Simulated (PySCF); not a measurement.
Si(H)(Cl)(Br)(vinyl) (C2H4BrClSi), SMILES C=C[SiH](Cl)Br. Atoms are numbered in the order given.

```xyz
9

Si    -0.0964    -0.1882    -0.8311
Cl     0.8374     1.5216    -1.5617
Br     0.6605    -0.6518     1.2243
C     -1.9371     0.1002    -0.7837
C     -2.7026     0.0007     0.3200
H      0.3045    -1.3181    -1.7270
H     -2.4099     0.3764    -1.7455
H     -2.2693    -0.2646     1.2999
H     -3.7904     0.1826     0.2905
```
Charge 0, spin multiplicity 1.

The structure is a stationary point at PBE-D3(BJ)/def2-SVP. One conformer was computed; it need not be the lowest.

Two levels are set side by side: PBE/pcSseg-1 (PySCF) and PBE0/pcSseg-1 (PySCF). GIAO shifts against HCl (³⁵Cl), TMS (²⁹Si), TMS (¹H), TMS (¹³C) at the same level; non-relativistic, no solvent, atoms listed together averaged. Without spin–orbit terms, shifts of atoms bonded to Cl or Br come out too high at both levels. Differences are taken from unrounded values.

```json
[
 {"quantity": "δ(²⁹Si) of Si1 (ppm)", "PBE0": "25.0"},
 {"quantity": "δ(³⁵Cl) of Cl2 (ppm)", "PBE0": "80.6"},
 {"quantity": "δ(¹³C) of C4 (ppm)", "PBE0": "143.3"},
 {"quantity": "δ(¹³C) of C5 (ppm)", "PBE0": "153.7"},
 {"quantity": "δ(¹H) of H6 (ppm)", "PBE0": "6.56"},
 {"quantity": "δ(¹H) of H7 (ppm)", "PBE0": "6.80"},
 {"quantity": "δ(¹H) of H8, H9 (ppm)", "PBE0": "7.13"}
]
```

Task: What does PBE give, and how far is it from PBE0? (The exact figures need the calculation; the answer reports its results.)

Result: 
```
quantity                 PBE  PBE minus PBE0
---------------------  -----  --------------
δ(²⁹Si) of Si1 (ppm)    27.4             2.4
δ(³⁵Cl) of Cl2 (ppm)   103.6            23.0
δ(¹³C) of C4 (ppm)     143.4             0.1
δ(¹³C) of C5 (ppm)     150.3            -3.4
δ(¹H) of H6 (ppm)       6.81            0.24
δ(¹H) of H7 (ppm)       6.81            0.00
δ(¹H) of H8, H9 (ppm)   7.02           -0.11
```

Rough cost on one machine, each run with all the roots and properties that it gave: PBE0 against PBE within a factor of 2.
